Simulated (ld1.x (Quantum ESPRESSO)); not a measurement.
# An odd input for ld1.x (Quantum ESPRESSO) 7.5 (nitrogen (N))

Command:

```bash
ld1.x < N.in > N.out
```

Input:

```
&input
   title='N', zed=7., rel=0, dft='LDA+U', iswitch=3,
   config='[He] 2s2 2p2.5 3d-2',
   nld=3, rlderiv=1.65, eminld=-4.0, emaxld=5.0, deld=0.02
 /
 &inputp
   pseudotype=3, lpaw=.true., tm=.true., lloc=2,
   nlcc=.true., new_core_ps=.true., rcore=1.00,
   which_augfun='BESSEL', rmatch_augfun=0.80,
   file_pseudopw='N.UPF', file_wfcaegen='ae.wfc', file_wfcncgen='nc.wfc', file_beta='beta', file_chi='chi', file_wfcusgen='us.wfc'
 /
5
2S  1  0   2.00   0.00  0.80  1.00  0.0
2S  1  0   0.00   2.40  0.80  1.00  0.0
2P  2  1   2.50   0.00  1.20  1.45  0.0
2P  2  1   0.00  -0.20  1.20  1.45  0.0
3D  3  2  -2.00   0.10  1.50  1.50  0.0
 &test
   configts(1)='2s2 2p2.5'
 /
```

This is an input that runs to its end, with one change: functional typed as LDA+U.

Q: How does the run end?

A: The program refuses the input: "set_dft_from_name: LDA+U: unrecognized dft".

```
Program LD1 v.7.5

 %%%%%%%%%%%%%%%%%%%%%%%%%%%%%%%%%%%%%%%%%%%%%%%%%%%%%%%%%%%%%%%%%%%%%%%%%%%%%%
     Error in routine set_dft_from_name (1):
     LDA+U: unrecognized dft
 %%%%%%%%%%%%%%%%%%%%%%%%%%%%%%%%%%%%%%%%%%%%%%%%%%%%%%%%%%%%%%%%%%%%%%%%%%%%%%

     stopping ...
```
